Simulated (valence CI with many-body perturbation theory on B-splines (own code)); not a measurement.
Results of a calculation; reference values are marked as such.
**Energy levels of In XXXV**

Method: relativistic CI+MBPT: five valence electrons over a frozen Dirac-Fock core [Ne], radial functions for each j: 9 s, 9 p, 8 d, 6 f, 3 g, 1 h, with the one-electron correlation potential Σ1 (screened to all orders), the two-electron term Σ2, the three-electron term Σ3, Breit, model QED; selected single and double excitations, second order for the rest, scaled by the run's own slope (own B-spline code, finite nucleus).

The last digits are not significant, and no measured levels were compared; by estimate large intervals hold to a few tenths of a per cent, small ones and those within an open d or f shell to about a per cent. Among the levels kept, up to 1700 cm⁻¹ of a level comes from second order outside the variational space, and about a tenth of that is noise between levels of different J, which matters for small intervals.

Levels 1 to 35 of 35, with energies above the lowest level, (3s^2 3p1/2^2 3p3/2) J=3/2. "Leading %" is the weight of the configuration and term that name the level; weights of strongly mixed levels are sums over their largest components and can fall short, so below about 35 % the name and the second component can differ from the true leading terms, or belong to a minority configuration. In the jj column 3d3/2^4 stands for four electrons in 3d with j = 3/2.

| No. | Configuration | Term | J | E (cm⁻¹) | Leading % | Leading jj | Second component |
| --- | --- | --- | --- | --- | --- | --- | --- |
| 1 | 3s2 3p3 | 2P° | 3/2 | 0 | 41 | 3s^2 3p1/2^2 3p3/2 (96 %) | 34 % 3s2 3p3 4S° |
| 2 | 3s2 3p3 | 4S° | 3/2 | 348260 | 50 | 3s^2 3p1/2 3p3/2^2 (96 %) | 47 % 3s2 3p3 2D° |
| 3 | 3s2 3p3 | 2D° | 5/2 | 405730 | 98 | 3s^2 3p1/2 3p3/2^2 (98 %) |  |
| 4 | 3s2 3p3 | 2P° | 1/2 | 476790 | 98 | 3s^2 3p1/2 3p3/2^2 (98 %) |  |
| 5 | 3s2 3p3 | 2P° | 3/2 | 831060 | 55 | 3s^2 3p3/2^3 (96 %) | 28 % 3s2 3p3 2D° |
| 6 | 3s 3p4 | 4P | 5/2 | 1059500 | 65 | 3s 3p1/2^2 3p3/2^2 (79 %) | 16 % 3s 3p4 2D |
| 7 | 3s2 3p2 3d | 4F | 3/2 | 1064700 | 34 | 3s^2 3p1/2^2 3d3/2 (85 %) | 21 % 3s2 3p2 3d 2D |
| 8 | 3s 3p4 | 4P | 1/2 | 1225500 | 43 | 3s 3p1/2^2 3p3/2^2 (78 %) | 40 % 3s 3p4 2S |
| 9 | 3s2 3p2 3d | 4F | 5/2 | 1240700 | 30 | 3s^2 3p1/2^2 3d5/2 (75 %) | 25 % 3s2 3p2 3d 4D |
| 10 | 3s 3p4 | 4P | 3/2 | 1243200 | 30 | 3s 3p1/2^2 3p3/2^2 (57 %) | 22 % 3s 3p4 2D |
| 11 | 3s2 3p2 3d | 4D | 3/2 | 1418100 | 30 | 3s^2 3p1/2 3p3/2 3d3/2 (79 %) | 20 % 3s2 3p2 3d 4F |
| 12 | 3s2 3p2 3d | 2F | 5/2 | 1419900 | 45 | 3s^2 3p1/2 3p3/2 3d3/2 (93 %) | 39 % 3s2 3p2 3d 4F |
| 13 | 3s2 3p2 3d | 4D | 1/2 | 1427300 | 71 | 3s^2 3p1/2 3p3/2 3d3/2 (93 %) | 17 % 3s2 3p2 3d 2P |
| 14 | 3s 3p4 | 4P | 3/2 | 1435300 | 39 | 3s 3p1/2 3p3/2^3 (49 %) | 21 % 3s2 3p2 3d 2P |
| 15 | 3s2 3p2 3d | 4F | 7/2 | 1472800 | 37 | 3s^2 3p1/2 3p3/2 3d3/2 (85 %) | 32 % 3s2 3p2 3d 2G |
| 16 | 3s 3p4 | 2D | 5/2 | 1495200 | 35 | 3s^2 3p1/2 3p3/2 3d5/2 (48 %) | 22 % 3s2 3p2 3d 2D |
| 17 | 3s2 3p2 3d | 4D | 7/2 | 1514700 | 47 | 3s^2 3p1/2 3p3/2 3d5/2 (97 %) | 32 % 3s2 3p2 3d 4F |
| 18 | 3s2 3p2 3d | 4F | 9/2 | 1572200 | 50 | 3s^2 3p1/2 3p3/2 3d5/2 (96 %) | 48 % 3s2 3p2 3d 2G |
| 19 | 3s2 3p2 3d | 4P | 5/2 | 1597300 | 37 | 3s^2 3p1/2 3p3/2 3d5/2 (43 %) | 17 % 3s2 3p2 3d 2D |
| 20 | 3s 3p4 | 2P | 1/2 | 1602300 | 23 | 3s 3p1/2 3p3/2^3 (32 %) | 16 % 3s2 3p2 3d 4P |
| 21 | 3s2 3p2 3d | 4D | 3/2 | 1614100 | 36 | 3s^2 3p1/2 3p3/2 3d5/2 (44 %) | 23 % 3s 3p4 2D |
| 22 | 3s2 3p2 3d | 4P | 3/2 | 1640400 | 26 | 3s^2 3p1/2 3p3/2 3d3/2 (69 %) | 21 % 3s2 3p2 3d 2D |
| 23 | 3s2 3p2 3d | 4D | 5/2 | 1673900 | 37 | 3s^2 3p1/2 3p3/2 3d3/2 (35 %) | 20 % 3s2 3p2 3d 2F |
| 24 | 3s2 3p2 3d | 2S | 1/2 | 1677100 | 32 | 3s^2 3p1/2 3p3/2 3d3/2 (56 %) | 28 % 3s2 3p2 3d 4P |
| 25 | 3s2 3p2 3d | 2G | 7/2 | 1679100 | 44 | 3s^2 3p1/2 3p3/2 3d5/2 (73 %) | 30 % 3s2 3p2 3d 2F |
| 26 | 3s2 3p2 3d | 2D | 3/2 | 1736500 | 38 | 3s^2 3p1/2 3p3/2 3d5/2 (74 %) | 30 % 3s2 3p2 3d 2P |
| 27 | 3s2 3p2 3d | 2D | 5/2 | 1744900 | 50 | 3s^2 3p1/2 3p3/2 3d5/2 (67 %) | 16 % 3s2 3p2 3d 4P |
| 28 | 3s 3p4 | 2P | 3/2 | 1767900 | 28 | 3s 3p1/2 3p3/2^3 (44 %) | 20 % 3s2 3p2 3d 2D |
| 29 | 3s2 3p2 3d | 2P | 1/2 | 1817500 | 61 | 3s^2 3p1/2 3p3/2 3d5/2 (48 %) | 14 % 3s 3p4 2S |
| 30 | 3s2 3p2 3d | 2F | 7/2 | 1932400 | 47 | 3s^2 3p3/2^2 3d5/2 (96 %) | 41 % 3s2 3p2 3d 4D |
| 31 | 3s2 3p2 3d | 2P | 1/2 | 1932500 | 40 | 3s^2 3p3/2^2 3d5/2 (63 %) | 30 % 3s2 3p2 3d 2S |
| 32 | 3s2 3p2 3d | 2G | 9/2 | 1955800 | 50 | 3s^2 3p3/2^2 3d5/2 (95 %) | 48 % 3s2 3p2 3d 4F |
| 33 | 3s2 3p2 3d | 4P | 1/2 | 1986100 | 33 | 3s^2 3p3/2^2 3d3/2 (73 %) | 22 % 3s 3p4 2P |
| 34 | 3s2 3p2 3d | 2D | 5/2 | 1989000 | 38 | 3s^2 3p3/2^2 3d3/2 (70 %) | 16 % 3s2 3p2 3d 2F |
| 35 | 3s2 3p2 3d | 2D | 3/2 | 1992100 | 32 | 3s^2 3p3/2^2 3d3/2 (75 %) | 23 % 3s2 3p2 3d 4P |

The ionisation energy to 3s2 3p2 3P_0 of the next ion comes out as 2190.2 eV (NIST: 2207 ± 8 eV (semi-empirical), further off than twice its uncertainty). All 35 levels together are meant to be complete up to 2009800 cm⁻¹.
